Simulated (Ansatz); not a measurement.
Cost and result for the atomization energy of `FC1[O][GeH2][SiH2]1` (10 atoms, 10 bonds).

Cartesian coordinates in Å:
```
F 0.3954 -1.6515 -1.3317
C 0.8051 -0.9182 -0.2164
O 1.2235 0.3423 -0.6047
Ge -0.2453 1.4335 -0.3968
Si -0.7520 -0.5092 0.8636
H 1.6445 -1.4705 0.2164
H 0.2305 2.7489 0.2420
H -0.8949 1.7242 -1.7609
H -1.9713 -1.3357 0.6795
H -0.4356 -0.3638 2.3091
```

Total charge 0; spin multiplicity 1. Correlated methods include outer-core shells of Ge, which these sets cover unevenly. Scalar relativity is left out up to krypton. All single points use the PBE0-D4/def2-TZVP geometry. Program: Ansatz. All runs use 4 threads of an Arm Neoverse V2 on a shared host. Times are those of one run each, without the atoms' runs, and a repeat can differ threefold. Electronic energies, without spin–orbit coupling; frozen cores. CCSD(T)/CBS adds CCSD(T) − MP2 in def2-TZVPP to the MP2 limit, and its time is that of the two runs behind it. T1 = 0.014. With those shells the extrapolation isn't a true limit. B3LYP takes the VWN-RPA correlation (the form of Gaussian; ORCA's B3LYP/G).

CCSD(T)/CBS is a level of theory with its own doubt, some kJ/mol a heavy atom from the limit and from the frozen cores, so smaller differences don't rank the functionals.

```json
{"level": "PBE-D4/def2-TZVPP (with forces)", "functions": "253", "wall time": "2.5 s", "atomization (kJ/mol)": "3370.2", "difference from CCSD(T)/CBS": "54.5", "per bond": "5.5"}
{"level": "PBE0-D4/def2-TZVPP", "functions": "253", "wall time": "3.1 s", "atomization (kJ/mol)": "3291.1", "difference from CCSD(T)/CBS": "-24.6", "per bond": "-2.5"}
{"level": "B3LYP-D4/def2-TZVPP (with forces)", "functions": "253", "wall time": "4.8 s", "atomization (kJ/mol)": "3284.5", "difference from CCSD(T)/CBS": "-31.2", "per bond": "-3.1"}
{"level": "r2SCAN-D4/def2-TZVPP (with forces)", "functions": "253", "wall time": "5 s", "atomization (kJ/mol)": "3323.8", "difference from CCSD(T)/CBS": "8.1", "per bond": "0.8"}
{"level": "B2PLYP/def2-TZVPP", "functions": "253", "wall time": "6 s", "atomization (kJ/mol)": "3254.8", "difference from CCSD(T)/CBS": "-60.9", "per bond": "-6.1"}
{"level": "ωB97X-V/def2-TZVPP", "functions": "253", "wall time": "8 s", "atomization (kJ/mol)": "3337.4", "difference from CCSD(T)/CBS": "21.7", "per bond": "2.2"}
{"level": "ωB97M-V/def2-TZVPP (with forces)", "functions": "253", "wall time": "12 s", "atomization (kJ/mol)": "3305.4", "difference from CCSD(T)/CBS": "-10.3", "per bond": "-1.0"}
{"level": "MP2/def2-QZVPP", "functions": "480", "wall time": "22 s", "atomization (kJ/mol)": "3333.9", "difference from CCSD(T)/CBS": "18.2", "per bond": "1.8"}
{"level": "CCSD(T)/def2-TZVPP", "functions": "253", "wall time": "3.6 min", "atomization (kJ/mol)": "3225.0", "difference from CCSD(T)/CBS": "-90.7", "per bond": "-9.1"}
{"level": "CCSD(T)/CBS(def2)", "functions": "–", "wall time": "3.9 min", "atomization (kJ/mol)": "3315.7", "difference from CCSD(T)/CBS": "0.0", "per bond": "0.0"}
```

From PBE to PBE0 (25 % exact exchange), in def2-TZVPP and without D4, the atomization energy moves by −75.5 kJ/mol: exact exchange takes away binding that semilocal exchange gives to molecules. In def2-TZVPP, CCSD(T) changes the Hartree–Fock value by +939.8 kJ/mol (the triples alone add +61.1 kJ/mol) and MP2 by +995.2 kJ/mol; breaking electron pairs costs correlation energy, which Hartree–Fock lacks. The D4 term adds +37.2 kJ/mol with B3LYP and +19.3 kJ/mol with PBE0; it sums over pairs of atoms, weighted by their polarisabilities, and B3LYP, whose exchange is more repulsive, gets the larger term.
